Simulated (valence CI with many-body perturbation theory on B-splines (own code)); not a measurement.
## I¹³⁺ in brief

Level of theory: configuration interaction combined with many-body perturbation theory (CI+MBPT): four valence electrons over a frozen Dirac-Fock core [Kr], a basis of 7 s, 7 p, 8 d, 6 f, 4 g, 1 h functions for each j, with the one-electron correlation potential Σ1 (screened to all orders), the two-electron term Σ2, the three-electron term Σ3, Breit, model QED; selected single and double excitations, second order for the rest, scaled by the run's own slope (own B-spline code, finite nucleus).

No measured spectrum was set against this ion. As an estimate, terms of the open shell hold to 2 to 4 % of their energy, and close levels can change places. Excitations out of the core, of the other parity, are not computed and may begin above about 60.5 eV (a cautious bound); beyond it only levels of the ground parity were kept, without lifetimes.

Names give the largest LS component (configuration and term), which can be under half, so a name can repeat, a term be missing and a line seem to break the LS rules; names also repeat where a configuration has a term twice.

Rates and lifetimes use the calculated energies. Strong lines usually hold to 10 to 20 %, long lifetimes can be off by a factor of two.

Question: What is the ground level?

Answer: 4d⁴ ⁵D_0, composition 72 % 4d⁴ ⁵D + 25 % 4d⁴ ³P + 2 % 4d⁴ ¹S.

Question: What is the ionisation energy?

Answer: 307.79 eV; NIST lists 307 ± 3 eV (theoretical).

Question: How is the term ⁵D of the ground level split?

Answer: J = 0 at 0, J = 1 at 6255, J = 2 at 12289, J = 3 at 17433, J = 4 at 21474 cm⁻¹.

Question: How well does LS coupling describe the low levels?

Answer: Among the lowest 20 levels the leading LS term, summed over configurations, holds 68 % on average. For single configurations the figures are 67 % in LS and 66 % in jj coupling. Terms mix most in the J = 2 level at 68725 cm⁻¹, where the leading one holds 39 %.
